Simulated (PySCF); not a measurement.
In(Vi)(OH)(NH2), SMILES C=[CH][In]([NH2])[OH], B3LYP/def2-SVP optimised geometry.

```
11

In    -0.06    -0.63     0.00
C     -1.39     1.05     0.00
C     -0.99     2.33     0.07
H     -2.46     0.84    -0.07
H     -1.71     3.16     0.07
H      0.06     2.63     0.14
O     -0.91    -2.44    -0.22
H     -0.27    -3.16    -0.29
N      1.99    -0.63     0.00
H      2.46    -1.48     0.32
H      2.46     0.17     0.42
```

Density from B3LYP/def2-TZVP, def2 effective core potentials past Kr in PySCF at that geometry. The core electrons that the potentials of In replace are not part of the density.

Minimum of the electron density along straight lines between bonded atoms, close to the bond critical point (lines longer than 1.1 times the sum of covalent radii, or with two minima, are not listed):

```json
[
 {"bond": "In1–C2", "length / Å": "2.145", "ρ at the minimum / e bohr⁻³": "0.100", "∇²ρ there / e bohr⁻⁵": "___", "position (fraction from the first atom)": "0.52"},
 {"bond": "C2–C3", "length / Å": "1.339", "ρ at the minimum / e bohr⁻³": "0.348", "∇²ρ there / e bohr⁻⁵": "-1.05", "position (fraction from the first atom)": "0.50"},
 {"bond": "C2–H4", "length / Å": "1.097", "ρ at the minimum / e bohr⁻³": "0.277", "∇²ρ there / e bohr⁻⁵": "-0.95", "position (fraction from the first atom)": "0.65"},
 {"bond": "C3–H5", "length / Å": "1.098", "ρ at the minimum / e bohr⁻³": "0.277", "∇²ρ there / e bohr⁻⁵": "-0.96", "position (fraction from the first atom)": "0.65"},
 {"bond": "C3–H6", "length / Å": "1.096", "ρ at the minimum / e bohr⁻³": "0.279", "∇²ρ there / e bohr⁻⁵": "-0.98", "position (fraction from the first atom)": "0.64"},
 {"bond": "In1–O7", "length / Å": "2.019", "ρ at the minimum / e bohr⁻³": "0.106", "∇²ρ there / e bohr⁻⁵": "___", "position (fraction from the first atom)": "0.52"},
 {"bond": "O7–H8", "length / Å": "0.967", "ρ at the minimum / e bohr⁻³": "0.355", "∇²ρ there / e bohr⁻⁵": "___", "position (fraction from the first atom)": "0.79"},
 {"bond": "In1–N9", "length / Å": "2.051", "ρ at the minimum / e bohr⁻³": "0.107", "∇²ρ there / e bohr⁻⁵": "0.36", "position (fraction from the first atom)": "0.52"},
 {"bond": "N9–H10", "length / Å": "1.019", "ρ at the minimum / e bohr⁻³": "0.329", "∇²ρ there / e bohr⁻⁵": "-1.50", "position (fraction from the first atom)": "0.73"},
 {"bond": "N9–H11", "length / Å": "1.019", "ρ at the minimum / e bohr⁻³": "0.329", "∇²ρ there / e bohr⁻⁵": "-1.50", "position (fraction from the first atom)": "0.73"}
]
```

### Question
Fill in the missing entries.

### Answer

- In1–C2, ∇²ρ there / e bohr⁻⁵: 0.16
- In1–O7, ∇²ρ there / e bohr⁻⁵: 0.46
- O7–H8, ∇²ρ there / e bohr⁻⁵: -2.28
